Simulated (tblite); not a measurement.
Species: C5H8FGa.
Atom-mapped SMILES: `[CH2:1]=[CH:2][GaH:3][CH2:4][C:5](=[CH2:6])[F:7]` (hydrogens: H8, H9 on C1; H10 on C2; H11 on Ga3; H12, H13 on C4; H14, H15 on C6)

Computed with GFN2-xTB (tblite), gas phase: L-BFGS steps from a force-field or distance-geometry start until the largest atomic force falls under 0.01 eV/Å.

At the end of the run (lengths in Å): C2–Ga3 2.014, Ga3–H11 1.578, C5–F7 1.417, Ga3–C4 2.076, C4–H13 1.100, C5=C6 1.317, C2–H10 1.089, Ga3–C4–C5 92.7°, C1–C2–Ga3 117.8°, C4–C5–C6 133.9°, C4–C5–F7 108.3°, C1–C2–Ga3–C4 178°, C2–Ga3–C4–C5 123°, Ga3–C4–C5–C6 140°, H10–C2–Ga3–C4 -3°, H11–Ga3–C4–C5 -58°.

Problem. These geometries were met on the way; a selection of coordinates is given. Order them by energy above the end point, lowest first.
A. C2–Ga3 2.020, Ga3–H11 1.546, C5–F7 1.371, Ga3–C4 2.050, C4–H13 1.110, C5=C6 1.320, C2–H10 1.082, Ga3–C4–C5 105.6°, C1–C2–Ga3 103.7°, C4–C5–C6 127.3°, C4–C5–F7 110.7°, C1–C2–Ga3–C4 -102°, C2–Ga3–C4–C5 160°, Ga3–C4–C5–C6 131°, H10–C2–Ga3–C4 70°, H11–Ga3–C4–C5 5°
B. C2–Ga3 2.168, Ga3–H11 1.487, C5–F7 1.369, Ga3–C4 2.037, C4–H13 1.131, C5=C6 1.336, C2–H10 1.074, Ga3–C4–C5 105.8°, C1–C2–Ga3 114.0°, C4–C5–C6 120.4°, C4–C5–F7 118.5°, C1–C2–Ga3–C4 -84°, C2–Ga3–C4–C5 143°, Ga3–C4–C5–C6 120°, H10–C2–Ga3–C4 95°, H11–Ga3–C4–C5 30°
C. C2–Ga3 1.973, Ga3–H11 1.593, C5–F7 1.366, Ga3–C4 2.034, C4–H13 1.079, C5=C6 1.312, C2–H10 1.097, Ga3–C4–C5 109.4°, C1–C2–Ga3 114.2°, C4–C5–C6 125.7°, C4–C5–F7 114.2°, C1–C2–Ga3–C4 -87°, C2–Ga3–C4–C5 147°, Ga3–C4–C5–C6 121°, H10–C2–Ga3–C4 89°, H11–Ga3–C4–C5 22°
D. C2–Ga3 2.011, Ga3–H11 1.583, C5–F7 1.395, Ga3–C4 2.062, C4–H13 1.102, C5=C6 1.318, C2–H10 1.085, Ga3–C4–C5 98.9°, C1–C2–Ga3 111.5°, C4–C5–C6 133.5°, C4–C5–F7 108.1°, C1–C2–Ga3–C4 -109°, C2–Ga3–C4–C5 165°, Ga3–C4–C5–C6 136°, H10–C2–Ga3–C4 64°, H11–Ga3–C4–C5 -7°
E. C2–Ga3 2.032, Ga3–H11 1.573, C5–F7 1.409, Ga3–C4 2.107, C4–H13 1.098, C5=C6 1.317, C2–H10 1.094, Ga3–C4–C5 94.7°, C1–C2–Ga3 127.8°, C4–C5–C6 133.0°, C4–C5–F7 108.5°, C1–C2–Ga3–C4 -120°, C2–Ga3–C4–C5 155°, Ga3–C4–C5–C6 138°, H10–C2–Ga3–C4 58°, H11–Ga3–C4–C5 -33°

Solution. E (0.184 eV), D (0.303 eV), A (0.488 eV), C (0.788 eV), B (1.303 eV).

```csv
step,E above end (eV),"rms distance from the end, all atoms (Å)",largest force (eV/Å),rms shift of all bonds from the end (Å)
37,0.184,0.768,0.188,0.010
22,0.303,0.870,0.242,0.007
7,0.488,0.930,0.540,0.018
3,0.788,0.941,1.381,0.022
0,1.303,0.954,2.039,0.052
```

Rows stand in the order of the answer.
